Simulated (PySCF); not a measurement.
Steps of a relaxation of [Gd(H2O)4]3+

[Gd(H2O)4]3+ (singlet in the valence; each metal's 4f electrons, 7 of them, lie in its core potential, out of spins and levels). PySCF 2.14.0, RKS BP86, Gd lcecp-1-SVP with ECP53, O def2-SVP, H def2-SVP; non-relativistic Hamiltonian with scalar-relativistic core potentials where named; density fitting; no spin-orbit coupling. Origin of the start: displaced along the imaginary mode. Columns: position (Å) and force (eV/Å). Energies are counted from the last step; some of the 18 steps are shown. Forces carry noise of the integration grid, about 0.01 to 0.03 eV/Å.

Run from Python with OMP_NUM_THREADS=2. Where DIIS fails, smearing, a level shift and second-order steps follow.
It took 3.4 min on 2 threads of Arm Neoverse N1, with other jobs on the host, from the converged density of the start.

```xyz
13
step 0  E = 0.218 eV
Gd    0.0000    0.0000    0.0000     0.00    0.00    0.00
O     1.3305    1.3348    1.3429     0.65    0.58    0.60
H     1.5033    1.2314    2.3494    -0.06    0.33   -1.22
H     1.9095    2.1274    1.0424    -0.60   -0.94    0.60
O    -1.3305   -1.3429    1.3348    -0.65   -0.60    0.58
H    -1.9095   -1.0424    2.1274     0.60   -0.60   -0.94
H    -1.5033   -2.3494    1.2314     0.06    1.22    0.33
O     1.3305   -1.3348   -1.3429     0.65   -0.58   -0.60
H     1.9095   -2.1274   -1.0424    -0.60    0.94   -0.60
H     1.5033   -1.2314   -2.3494    -0.06   -0.33    1.22
O    -1.3305    1.3429   -1.3348    -0.65    0.60   -0.58
H    -1.5033    2.3494   -1.2314     0.06   -1.22   -0.33
H    -1.9095    1.0424   -2.1274     0.60    0.60    0.94
```

```xyz
13
step 6  E = 0.016 eV
Gd    0.0000    0.0000    0.0000     0.00    0.00    0.00
O     1.3513    1.3041    1.3456     0.19    0.16    0.10
H     1.3598    1.3602    2.3452     0.04    0.04   -0.24
H     2.0844    1.9292    1.0651    -0.22   -0.20    0.15
O    -1.3513   -1.3456    1.3041    -0.19   -0.10    0.16
H    -2.0844   -1.0651    1.9292     0.22   -0.15   -0.20
H    -1.3598   -2.3452    1.3602    -0.04    0.24    0.04
O     1.3513   -1.3041   -1.3456     0.19   -0.16   -0.10
H     2.0844   -1.9292   -1.0651    -0.22    0.20   -0.15
H     1.3598   -1.3602   -2.3452     0.04   -0.04    0.24
O    -1.3513    1.3456   -1.3041    -0.19    0.10   -0.16
H    -1.3598    2.3452   -1.3602    -0.04   -0.24   -0.04
H    -2.0844    1.0651   -1.9292     0.22    0.15    0.20
```

```xyz
13
step 11  E = 0.002 eV
Gd    0.0009    0.0000    0.0000     0.01    0.00    0.00
O     1.3709    1.2904    1.3440     0.01    0.01    0.05
H     1.3414    1.4017    2.3347     0.01    0.00   -0.07
H     2.1444    1.8578    1.0734    -0.02   -0.03    0.02
O    -1.3674   -1.3444    1.2918    -0.11    0.07    0.05
H    -2.1466   -1.0726    1.8549     0.11   -0.05   -0.07
H    -1.3431   -2.3336    1.3990     0.00   -0.03    0.02
O     1.3709   -1.2904   -1.3440     0.01   -0.01   -0.05
H     2.1444   -1.8578   -1.0734    -0.02    0.03   -0.02
H     1.3414   -1.4017   -2.3347     0.01    0.00    0.07
O    -1.3674    1.3444   -1.2918    -0.11   -0.07   -0.05
H    -1.3431    2.3336   -1.3990     0.00    0.03   -0.02
H    -2.1466    1.0726   -1.8549     0.11    0.05    0.07
```

Question: Where does the relaxation end?

Answer: It converges at step 17 in S4:
```xyz
13
step 17  E = 0
Gd    0.0000    0.0000    0.0000
O     1.3859    1.2752    1.3422
H     1.3236    1.4371    2.3229
H     2.1972    1.7893    1.0790
O    -1.3858   -1.3422    1.2753
H    -2.1974   -1.0790    1.7892
H    -1.3235   -2.3229    1.4373
O     1.3859   -1.2752   -1.3422
H     2.1972   -1.7893   -1.0790
H     1.3236   -1.4371   -2.3229
O    -1.3858    1.3422   -1.2753
H    -1.3235    2.3229   -1.4373
H    -2.1974    1.0790   -1.7892
```

Question: How did the contacts change?

Answer: 
| contact | start (Å) | end (Å) |
| --- | --- | --- |
| Gd1–O2 (H2O) | 2.314 | 2.313 |
| Gd1–O5 (H2O) | 2.314 | 2.313 |
| Gd1–O8 (H2O) | 2.314 | 2.313 |
| Gd1–O11 (H2O) | 2.314 | 2.313 |


An lcecp potential fixes the number of 4f electrons, so in runs with it no electron can move into or out of that shell.
